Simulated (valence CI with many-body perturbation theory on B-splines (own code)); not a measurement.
Values are calculated unless marked as measured or tabulated.
Ladder of approximations for Ir⁶¹⁺

Level of theory: valence CI with perturbative core correlation (CI+MBPT): six valence electrons over a frozen Dirac-Fock core [Ne], radial functions for each j: 9 s, 9 p, 8 d, 6 f, 3 g, 1 h, with the one-electron correlation potential Σ1, the two-electron term Σ2, the three-electron term Σ3, Breit, model QED; selected CI, second order for the rest, scaled by the run's own slope (own B-spline code, finite nucleus).

No measured spectrum was set against this ion. As an estimate, large intervals hold to a few tenths of a per cent, small ones and those within an open d or f shell to about a per cent. Among the levels kept, up to 950 cm⁻¹ of a level comes from second order outside the variational space, and about a tenth of that is noise between levels of different J, which matters for small intervals.

Each rung adds one term. CI alone is the Dirac-Coulomb CI over the frozen core; QED comes last and gives the full result, which names the levels. Energies are above (3s^2 3p1/2^2 3p3/2^2) J=2 on the same rung, in eV.

Levels are named by their leading jj configuration (3d3/2^4 stands for four electrons in 3d with j = 3/2), which in mixed levels can hold well under half, so a name can repeat and another be missing.

```tsv
Level	CI alone	Σ1	Σ2	Σ3	Breit	QED	Full
(3s^2 3p1/2^2 3p3/2^2) J=0	20.35	+0.001	+0.003	-0.054	+0.549	-0.011	20.84
(3s^2 3p1/2^2 3p3/2 3d3/2) J=2	249.83	-0.258	-0.363	-0.226	-0.772	-1.042	247.17
(3s^2 3p1/2^2 3p3/2 3d3/2) J=1	258.87	-0.257	-0.373	-0.253	-0.646	-1.054	256.28
(3s^2 3p1/2^2 3p3/2 3d3/2) J=0	258.36	-0.257	-0.312	-0.235	-0.006	-1.047	256.51
(3s^2 3p1/2^2 3p3/2 3d3/2) J=3	259.99	-0.255	-0.348	-0.272	-1.351	-1.036	256.72
(3s^2 3p1/2^2 3p3/2 3d5/2) J=4	353.36	-0.082	-0.289	-0.272	-3.852	-0.785	348.07
(3s^2 3p1/2^2 3p3/2 3d5/2) J=2	360.54	-0.083	-0.460	-0.296	-3.342	-0.812	355.55
(3s^2 3p1/2^2 3p3/2 3d5/2) J=3	380.75	-0.086	-0.677	-0.451	-3.598	-0.792	375.15
(3s^2 3p1/2^2 3p3/2 3d5/2) J=1	391.92	-0.082	-0.549	-0.498	-2.797	-0.797	387.20
(3s^2 3p1/2 3p3/2^3) J=1	424.91	+0.207	+0.267	-0.008	-4.668	+0.430	421.14
(3s^2 3p1/2 3p3/2^3) J=2	435.49	+0.207	+0.196	-0.039	-5.188	+0.434	431.10
(3s^2 3p1/2^2 3d3/2^2) J=2	510.27	-0.514	-0.718	-0.497	-1.507	-2.081	504.95
(3s^2 3p1/2^2 3d3/2^2) J=0	535.07	-0.508	-0.640	-0.568	-0.511	-2.082	530.76
(3s^2 3p1/2^2 3d3/2 3d5/2) J=3	618.41	-0.341	-0.841	-0.573	-4.277	-1.841	610.54
(3s 3p1/2^2 3p3/2^3) J=2	622.53	-0.062	-0.092	+0.146	-1.407	-4.085	617.03
(3s^2 3p1/2^2 3d3/2 3d5/2) J=2	629.94	-0.340	-0.882	-0.597	-4.077	-1.841	622.20
(3s^2 3p1/2^2 3d3/2 3d5/2) J=4	636.35	-0.337	-0.840	-0.641	-5.294	-1.844	627.40
(3s^2 3p1/2^2 3d3/2 3d5/2) J=1	634.19	-0.338	-0.880	-0.599	-3.095	-1.849	627.43
(3s 3p1/2^2 3p3/2^3) J=1	643.85	-0.058	-0.177	+0.065	-2.419	-2.928	638.33
```

The middle columns are the shifts that each term adds.

**Question.** How does the ionisation energy move along the ladder, and which term matters most?

**Answer.** CI alone 6588.9, + Σ1 6589.8, + Σ2 6590.1, + Σ3 6589.3, + Breit 6583.3, + QED 6582.6 eV. The largest step is Breit, -6.0 eV. NIST lists 6580 ± 12 eV (theoretical).
